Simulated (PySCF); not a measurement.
# Spin states and ions at one geometry of [Hg(OH)(H2O)2]+

PySCF 2.14.0, RKS r2SCAN, Hg def2-SVP with ECP60, O def2-SVP, H def2-SVP; non-relativistic Hamiltonian with scalar-relativistic core potentials where named; density fitting; no spin-orbit coupling; singlets restricted, open shells unrestricted. The geometry is relaxed for charge +1, singlet, vacuum:

```xyz
9

Hg    0.5637    0.0000   -0.0821
O     2.5139    0.0000   -0.4223
H     2.9674    0.0000    0.4401
O    -1.2659    1.4516   -0.0473
H    -1.9311    1.5447    0.6524
H    -1.1269    2.3440   -0.4042
O    -1.2659   -1.4516   -0.0473
H    -1.9311   -1.5447    0.6524
H    -1.1269   -2.3440   -0.4042
```

Energies count from the relaxed state; an electron taken off or put on is at rest in vacuum. Charges and spins are Mulliken's.

Q: Order these states by energy, lowest first.
A. charge 0, doublet, vacuum
B. charge +1, triplet, vacuum
C. charge +1, singlet, vacuum
D. charge +2, doublet, vacuum

A: A (-5.10 eV), C (0.00 eV), B (2.93 eV), D (14.73 eV).

Q: How do charge and spin on the first atom follow?

A: 
| state | spin squared | charge on Hg1 (e) | spin on Hg1 (e) | dipole about the centre of mass (D) |
| --- | --- | --- | --- | --- |
| charge +1, singlet, vacuum | 0.00 | 0.77 | 0.00 | 6.78 |
| charge +1, triplet, vacuum | 2.01 | 0.45 | 0.81 | 3.43 |
| charge +2, doublet, vacuum | 0.76 | 1.10 | 0.02 | 4.18 |
| charge 0, doublet, vacuum | 0.75 | 0.15 | 0.55 | 5.93 |

With an electron taken off (doublet) the charges change, summed by element, by Hg +0.32 e, O +0.44 e, H +0.24 e. The vertical ionisation energy is 14.73 eV, against −ε(HOMO) = 11.16 eV of the relaxed state. The level lies 3.6 eV too high, as is usual for semilocal functionals and global hybrids, which keep a self-interaction error.

With an electron put on (doublet) the charges change, summed by element, by Hg -0.63 e, O +0.01 e, H -0.39 e. The vertical electron affinity is 5.10 eV, against −ε(LUMO) = 7.95 eV of the relaxed state.

Open shells may have lower solutions than those found.

No frequency check is given that shows the relaxed geometry to be a minimum.
